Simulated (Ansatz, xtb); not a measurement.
Two isomers of C4H3BrFN

We compare X, `Fc1cc[nH]c1Br`, a singlet, with Y, `Fc1cc(Br)c[nH]1`, a singlet. Both are isolated molecules in the gas phase, relaxed with B3LYP-D3(BJ)/def2-SVP.

Task: Estimate which is lower in electronic energy at CCSD(T)/def2-SVP + ΔMP2/def2-TZVPP, and by roughly how much.

Result: The CCSD(T)/def2-SVP + ΔMP2/def2-TZVPP calculation puts structure Y lower, by 8.09 kJ/mol.

Level by level:

```
                             level               geometry  E(Y) − E(X) (kJ/mol)  departure from the last row (kJ/mol)  job, with rough time for the two
                          GFN2-xTB               GFN2-xTB                  −11.62                                 −3.53               optimisation, 0.1 s
                         HF/STO-3G               GFN2-xTB                  −10.45                                 −2.36              single point, 0.54 s
                r2SCAN-D4/def2-SVP               GFN2-xTB                   −9.28                                 −1.20               single point, 6.1 s
             B3LYP-D3(BJ)/def2-SVP  B3LYP-D3(BJ)/def2-SVP                   −7.86                                 +0.23                optimisation, 41 s
                       HF/def2-SVP  B3LYP-D3(BJ)/def2-SVP                  −14.22                                 −6.13           part of the CCSD(T) run
                      MP2/def2-SVP  B3LYP-D3(BJ)/def2-SVP                  −10.01                                 −1.92           part of the CCSD(T) run
                  CCSD(T)/def2-SVP  B3LYP-D3(BJ)/def2-SVP                  −10.51                                 −2.42                      single point
CCSD(T)/def2-SVP + ΔMP2/def2-TZVPP  B3LYP-D3(BJ)/def2-SVP                   −8.09                                                   single point, 1.7 min
```

As drawn, both hold the same kinds of bond in the same numbers.

None of the levels shown reverses the order. The largest departure from CCSD(T)/def2-SVP + ΔMP2/def2-TZVPP is that of HF/def2-SVP, 6.13 kJ/mol. The last row adds to CCSD(T) the change of the MP2 difference between the two basis sets, here +2.42 kJ/mol.

With thermal terms from frequencies at re-optimised GFN2-xTB minima (ideal gas, soft modes damped towards free rotors, one conformer each, 298.15 K, 1 atm): the zero-point term adds −0.11 kJ/mol; ΔH is −8.24 and ΔG −7.99 kJ/mol.

The correlated steps freeze 15 core orbitals; the filled d shell of Br is correlated, in a basis made for valence electrons. Programs: Ansatz 0.2.0, xtb 6.7.1; the last row on 2 threads of Arm Neoverse V2 on a shared host.
